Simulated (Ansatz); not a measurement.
Coupled-cluster run, C3H13HfN3O, SMILES `C[NH][Hf]([OH])([NH]C)[NH]C`.

```yaml
crystal:
  periodic: [false, false, false]
  atoms:
    - {symbol: C, position_ang: [2.130917, -2.128640, -0.958209]}
    - {symbol: N, position_ang: [0.739723, -1.784644, -0.757589]}
    - {symbol: Hf, position_ang: [-0.030002, 0.106582, -0.641515]}
    - {symbol: O, position_ang: [0.407816, 1.259663, -2.148231]}
    - {symbol: N, position_ang: [-2.055338, -0.116872, -0.476516]}
    - {symbol: C, position_ang: [-2.908155, -0.204850, 0.689935]}
    - {symbol: N, position_ang: [0.696150, 0.869181, 1.113724]}
    - {symbol: C, position_ang: [0.829356, 2.254616, 1.509723]}
    - {symbol: H, position_ang: [2.529503, -2.759163, -0.152484]}
    - {symbol: H, position_ang: [2.310921, -2.650475, -1.907330]}
    - {symbol: H, position_ang: [2.745647, -1.221965, -0.975563]}
    - {symbol: H, position_ang: [0.154825, -2.608184, -0.733649]}
    - {symbol: H, position_ang: [0.817572, 1.546057, -2.957031]}
    - {symbol: H, position_ang: [-2.612819, -0.069335, -1.321485]}
    - {symbol: H, position_ang: [-2.296901, -0.199346, 1.595724]}
    - {symbol: H, position_ang: [-3.503355, -1.127373, 0.705914]}
    - {symbol: H, position_ang: [-3.606033, 0.639058, 0.768817]}
    - {symbol: H, position_ang: [1.068593, 0.248324, 1.819982]}
    - {symbol: H, position_ang: [0.254525, 2.491902, 2.414530]}
    - {symbol: H, position_ang: [0.455274, 2.909820, 0.717091]}
    - {symbol: H, position_ang: [1.871782, 2.545633, 1.694152]}
basis:
  gaussian: {orbitals: def2-TZVPP}
correlation: {method: ccsd_t}
output: {orbitals: {seedname: orbitals}}
```

```sh
$ ansatz run in.yaml --threads 4 --pin off --events-out ev --progress --plain --max-ram 66560MiB --backend cuda --devices 0, --max-vram 37GiB
```

Log, shortened:

```
Functional definition: HF
2695 factors; integrals over basis functions are off by at most 1.2e-3 eV
mean field evaluation 1: about -11069.0341 eV, gradient 7.2e1 eV
mean field evaluation 2: about -11069.3232 eV, gradient 7.3e1 eV
mean field evaluation 4: about -11079.6729 eV, gradient 5.5e0 eV
mean field evaluation 8: about -11079.7969 eV, gradient 4.4e-1 eV
mean field evaluation 16: about -11079.7975 eV, gradient 1.6e-6 eV
mean field -11079.79749483 eV, -407.1750477787 hartree, gradient 1.6e-6 eV, S^2 0.000000; 0 other end points of the search recorded, 0 dependent functions left out
7 core orbitals not correlated: weight in the atoms' cores, before any rotation towards them, 1.000 or more for the frozen orbitals, at most 0.000 for the correlated occupied ones
reference -11079.79749483 eV, -407.1750477787 hartree; 29, 29 occupied and 419, 419 virtual orbitals, 2695 factors
second order -47.47084982 eV of doubles, -0.00000000 eV of singles
cycle   1  -47.42372624 eV  change    4.7e-2 eV  update   1.6e-1
cycle   2  -48.49204640 eV  change    -1.1e0 eV  update   5.4e-2
cycle   3  -48.81642737 eV  change   -3.2e-1 eV  update   3.0e-2
cycle   4  -48.79958032 eV  change    1.7e-2 eV  update   8.9e-3
cycle   5  -48.79296749 eV  change    6.6e-3 eV  update   4.2e-3
cycle   6  -48.79535600 eV  change   -2.4e-3 eV  update   1.4e-3
cycle   7  -48.79467801 eV  change    6.8e-4 eV  update   5.3e-4
cycle   8  -48.79444125 eV  change    2.4e-4 eV  update   1.6e-4
cycle   9  -48.79453253 eV  change   -9.1e-5 eV  update   6.7e-5
cycle  10  -48.79453615 eV  change   -3.6e-6 eV  update   2.4e-5
perturbative correction -1.98624579 eV, -0.0729931863 hartree
Total energy: -11130.57827677 eV, -409.0412070945 hartree
```

It took 86 s on 4 threads of an AMD EPYC 7R13 on a shared host and a share of an NVIDIA H100 80 GB, with 1.9 GiB of host memory at the peak.

MP2 recovers 93.5 % of the CCSD(T) correlation energy and the triples give 3.9 %; T1 = 0.0142.
